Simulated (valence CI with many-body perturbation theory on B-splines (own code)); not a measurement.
**Ti17+: electric-dipole lines**

Calculated by relativistic CI+MBPT: three valence electrons over a frozen Dirac-Fock core [He], radial functions for each j: 11 s, 11 p, 9 d, 7 f, 5 g, 2 h, 1 i, with the one-electron correlation potential Σ1 (screened to all orders), the two-electron term Σ2, the three-electron term Σ3, Breit, model QED; selected single and double excitations, second order for the rest (own B-spline code, finite nucleus).

No measured spectrum was set against this ion. As an estimate, levels of excited configurations hold to 0.05 to 0.15 % of their energy, terms of the ground configuration to about 0.5 %.

Lines 51 to 100 of 258 in falling wavelength, among levels below 809.18 eV, chosen from the strongest by gf and those to the six lowest levels. Wavelengths and rates use the calculated energies, so an error of 500 cm⁻¹ moves a line at 20.01 nm by 0.1 % and its rate by three times that or more. Electric multipoles are in the length gauge, E1 and E2 with the static RPA response of the core. Weak lines are less certain than strong ones. Lines between different terms over intervals too small for the method are left out, as are lines whose strength nearly cancels. Where a level lies close to another of its J and parity, the split of strength between their lines is uncertain. The highest levels of a list are the least certain.

Names give the largest LS component (configuration and term), which can be under half, so a name can repeat, a term be missing and a line seem to break the LS rules; names also repeat where a configuration has a term twice. Letters in brackets count levels of one name in rising energy.

```csv
λ vac (nm),Upper,Lower,A (s⁻¹),log gf,Branch %
20.01,2s2p² ²D_3/2,2s²2p ²P°_3/2,1.69e+08,-2.39,2.8
19.80,2p²3p ⁴D°_7/2,2s2p3p ⁴D_7/2,7.16e+09,-0.47,0.5
19.78,2s2p² ²D_5/2,2s²2p ²P°_3/2,4.28e+09,-0.82,100.0
19.61,2p²3s ⁴P_1/2,2s2p3s ⁴P°_3/2,8.84e+09,-0.99,1.1
19.49,2p²3s ²P_3/2,2s2p3s ²P°_3/2 [a],9.04e+09,-0.69,0.5
19.48,2p²3p ⁴D°_5/2,2s2p3p ⁴D_5/2,3.38e+09,-0.94,0.2
19.19,2p²3s ⁴P_5/2,2s2p3s ⁴P°_5/2,7.50e+09,-0.60,0.8
19.12,2p³ ²D°_3/2,2s2p² ²D_3/2,6.20e+09,-0.87,46.4
18.97,2p³ ²D°_5/2,2s2p² ²D_5/2,8.99e+09,-0.54,67.1
18.86,2p²3s ²P_1/2,2s2p3s ²P°_1/2 [a],1.16e+10,-0.91,0.6
18.76,2p³ ²D°_5/2,2s2p² ²D_3/2,1.55e+09,-1.31,11.6
18.58,2p²3p ⁴D°_7/2,2s2p3p ⁴D_5/2,2.58e+09,-0.97,0.2
18.22,2p²3s ⁴P_3/2,2s2p3s ⁴P°_1/2,5.65e+09,-0.95,0.7
17.99,2s2p² ²D_3/2,2s²2p ²P°_1/2,5.95e+09,-0.94,97.2
17.91,2p²3s ⁴P_5/2,2s2p3s ⁴P°_3/2,4.21e+09,-0.92,0.5
17.60,2p²3s ²D_3/2,2s2p3s ²P°_3/2 [a],5.40e+09,-1.00,0.3
17.27,2s2p3d ²F°_7/2 [b],2s²3d ²D_5/2,7.18e+09,-0.59,0.1
17.09,2s2p3d ²F°_5/2 [b],2s²3d ²D_3/2,7.06e+09,-0.73,0.1
16.78,2s2p3p ²D_5/2 [b],2s²3p ²P°_3/2,1.06e+10,-0.57,2.4
16.75,2s2p3d ²D°_3/2 [b],2s²3d ²D_3/2,1.37e+10,-0.64,0.1
16.70,2s2p3d ²D°_5/2 [b],2s²3d ²D_5/2,1.46e+10,-0.44,0.1
16.64,2s2p3p ²P_1/2 [b],2s²3p ²P°_1/2,1.34e+10,-0.95,0.8
16.64,2s2p3p ²P_3/2 [b],2s²3p ²P°_3/2,1.41e+10,-0.63,1.1
16.62,2p³ ⁴S°_3/2,2s2p² ⁴P_5/2,1.47e+10,-0.61,45.6
16.58,2s2p3s ²P°_1/2 [b],2s²3s ²S_1/2,1.42e+10,-0.93,0.5
16.58,2s2p3p ²D_3/2 [b],2s²3p ²P°_1/2,1.16e+10,-0.72,1.4
16.55,2s2p3s ²P°_3/2 [b],2s²3s ²S_1/2,8.18e+09,-0.87,0.1
16.51,2s2p3d ⁴D°_3/2,2s²3s ²S_1/2,5.84e+09,-1.02,0.1
16.13,2s2p3d ²P°_1/2 [b],2s²3d ²D_3/2,1.76e+10,-0.86,0.2
16.10,2s2p3d ²P°_3/2 [b],2s²3d ²D_5/2,1.71e+10,-0.57,0.2
15.89,2p³ ⁴S°_3/2,2s2p² ⁴P_3/2,1.11e+10,-0.77,34.4
15.32,2p³ ⁴S°_3/2,2s2p² ⁴P_1/2,6.40e+09,-1.05,19.8
15.31,2p³ ²P°_1/2,2s2p² ²D_3/2,1.80e+10,-0.90,60.9
15.01,2p³ ²P°_3/2,2s2p² ²D_5/2,1.06e+10,-0.84,36.8
14.88,2p³ ²P°_3/2,2s2p² ²D_3/2,3.08e+09,-1.39,10.7
14.84,2s2p² ²S_1/2,2s²2p ²P°_1/2,2.52e+10,-0.78,99.3
14.75,2s2p² ²P_1/2,2s²2p ²P°_3/2,2.39e+10,-0.81,86.1
14.47,2s2p² ²P_3/2,2s²2p ²P°_3/2,3.06e+10,-0.42,85.8
13.72,2p³ ²D°_5/2,2s2p² ⁴P_5/2,4.70e+08,-2.10,3.5
13.62,2s2p² ²P_1/2,2s²2p ²P°_1/2,3.85e+09,-1.67,13.9
13.41,2p³ ²D°_3/2,2s2p² ⁴P_3/2,3.93e+08,-2.37,2.9
13.38,2s2p² ²P_3/2,2s²2p ²P°_1/2,5.05e+09,-1.27,14.2
1.960,2s²3p ²P°_1/2,2s2p² ²D_3/2,8.85e+10,-1.99,80.1
1.900,2p²3s ²D_3/2,2p³ ²P°_3/2,7.87e+11,-0.77,48.4
1.877,2s2p3s ²P°_1/2 [a],2s2p² ²D_3/2,7.70e+11,-1.09,70.3
1.874,2p²3s ²P_1/2,2p³ ²D°_3/2,1.08e+12,-0.95,56.5
1.870,2p²3s ²P_3/2,2p³ ²D°_5/2,8.31e+11,-0.76,46.2
1.865,2s2p3s ²P°_3/2 [a],2s2p² ²D_5/2,8.49e+11,-0.75,64.6
1.863,2s2p3s ²P°_3/2 [a],2s2p² ²D_3/2,7.58e+10,-1.80,5.8
1.858,2s2p3s ²P°_1/2 [b],2s2p² ²P_1/2,9.27e+11,-1.02,30.3
```
